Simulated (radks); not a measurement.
Task: Valence configurations of P II (all share [Ne]). Calculated with a radial shooting solver on a logarithmic mesh with Libxc functionals: non-relativistic Kohn-Sham, PBE, spin-polarised, spherical densities, point nucleus; open shells are filled with parallel spins first. Order these by energy: 3s2 3p2; 3p4; 3s0.5 3p3.5; 3s1.5 3p2.5; 3s1 3p3.

Result: From the lowest, in eV above it: 3s2 3p2 0.000; 3s1.5 3p2.5 3.094; 3s1 3p3 5.615; 3s0.5 3p3.5 12.183; 3p4 18.145. NIST lists [Ne] 3s2 3p2 as the ground configuration; this level of theory agrees among the configurations tried. The energies are those of spherical high-spin densities, not of single terms.
